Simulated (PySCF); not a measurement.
## Computed NMR parameters against published values

Atoms are numbered as in `[CH2:1]=[CH:2][CH:3]1[CH2:4][CH2:5][CH2:6][CH2:7][CH2:8]1`; H(Xn) means a hydrogen on atom n. Ha(C4), Ha(C5), Ha(C6), Ha(C7), Ha(C8) are cis to C2 on the ring; Ha(C1) is cis to C3; Hb(C4), Hb(C5), Hb(C6), Hb(C7), Hb(C8) are trans to C2 on the ring; Hb(C1) is trans to C3.

The experiment to reproduce: δ 1H H(C2) 5.79; Ha(C1) 4.95; Hb(C1) 4.88 ppm (measured; solution, not stated per compound (mostly CDCl3 or CCl4); Pretsch, Buehlmann, Badertscher, Structure Determination of Organic Compounds, 4th ed. (2009)).

No solvent, one conformer, non-relativistic, rapidly exchanging positions averaged. Geometry from GFN2-xTB; GIAO PBE0/pcSseg-1 shieldings; PySCF 2.14.

**Question.** How close does the calculation come?

**Answer.** 
Reference values: measured (solution, not stated per compound (mostly CDCl3 or CCl4); Pretsch, Buehlmann, Badertscher, Structure Determination of Organic Compounds, 4th ed. (2009)).
| atoms | quantity | reference | computed | computed, scaled |
| --- | --- | --- | --- | --- |
| H(C2) | δ 1H | 5.79 | 5.96 | 5.71 |
| Ha(C1) | δ 1H | 4.95 | 5.33 | 5.12 |
| Hb(C1) | δ 1H | 4.88 | 5.13 | 4.92 |

Computed shifts are σ(ref) − σ with the named reference compound (TMS for H and C) calculated as an isolated molecule at the same level. The measured values may be among those fitted. Expected solution values come from regression of measured δ (H and C: mostly CDCl3, vs TMS) on computed σ: 1H: δ = 30.01 − 0.943σ (rms 0.17 ppm, 504 shifts, 0.18 ppm with the 4 outliers that the fit left out). A few per cent of atoms miss by over 2 rms, more outside the fitted compound classes.

**Question.** How far are the unscaled 1H shifts from the references?

**Answer.** Mean signed difference +0.27 ppm, mean absolute 0.27 ppm over 3 comparisons; the largest is +0.38 ppm at Ha(C1) (hydrogen on a terminal =CH2 carbon).

3 of the 11 published NMR values on file for this molecule are compared.
